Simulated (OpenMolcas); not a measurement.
# Pm3+: moving or changing the point charges

Pm3+ among 8 point charges of -1.5 e arranged as a cube (Oh), 2.74 Å from the ion.

- Program: OpenMolcas 26.06
- Method: CASSCF
- Basis: ANO-RCC-VTZP [8s7p5d3f2g1h]
- Scalar Hamiltonian: DKH2, point nucleus
- Active space: 4 electrons in 7 orbitals (4f)
- State averaging: 2S+1 = 5 even, 35 roots (33 in the spin-orbit step); 2S+1 = 3 even, 117 roots kept (CI in the orbitals of an earlier block, 106 in the spin-orbit step); 2S+1 = 1 even, 75 roots kept (CI in the orbitals of an earlier block, 31 in the spin-orbit step)
- Spin-orbit coupling: state interaction with AMFI integrals over the reference wave functions

Runs around this geometry, states (labels of O, the rotations of Oh). Energies in cm-1 above the lowest state or level, χT in cm3 K/mol.

```tsv
R (Å)	Ground state	First state of that spin	First gap with spin-orbit (degeneracies)	Width of lowest J	χT at 300 K
2.74	5E	5T2 8.6	49.0 (1, 3)	126	0.997
3.05	5E	5T2 5.6	28.0 (1, 3)	74	1.001
3.23	5E	5T2 4.3	21.2 (1, 3)	56	1.002
```

Taking the width of the lowest J multiplet as R^-n, n = -ln(56 / 126) / ln(3.23 / 2.74) = 4.9 between the shortest and longest distance.

High states are left out of the spin-orbit mixing, which shifts the levels that they would mix with. Point charges carry no covalency, so the field is a model and not that of real ligands. No measured value stands beside these numbers.
